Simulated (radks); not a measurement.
Trend from N to Bi: ionisation energy by Delta-SCF between NIST ground configurations, and size. All-electron calculation, scalar-relativistic Kohn-Sham, LDA (Slater exchange, Perdew-Wang correlation), spin-polarised, spherical densities, point nucleus; open shells are filled with parallel spins first (spin-orbit coupling, left out, can overturn this in heavy ions). Program: a radial shooting solver on a logarithmic mesh with Libxc functionals.

species,configuration,IE (eV),NIST (eV),kind,-e(HOMO) (eV),outermost,<r> outermost (bohr),r at 0.001 e/bohr^3 (bohr)
N,[He] 2s2 2p3,14.988,14.534,exp.,8.390 (2p),2p,1.43,3.42
P,[Ne] 3s2 3p3,10.519,10.487,exp.,6.277 (3p),3p,2.33,4.24
As,[Ar] 3d10 4s2 4p3,9.947,9.789,exp.,5.956 (4p),4p,2.51,4.36
Sb,[Kr] 4d10 5s2 5p3,9.044,8.608,exp.,5.520 (5p),5p,2.87,4.67
Bi,[Hg] 6p3,8.645,7.286,exp.,5.265 (6p),6p,3.01,4.75

Reference values: NIST Atomic Spectra Database (exp. = measured, semi-emp. = semi-empirical, theory = theoretical value adopted there). Open shells are spherical and high-spin; term and fine-structure splittings are not resolved. Spin-orbit splitting is averaged out at the scalar-relativistic level.
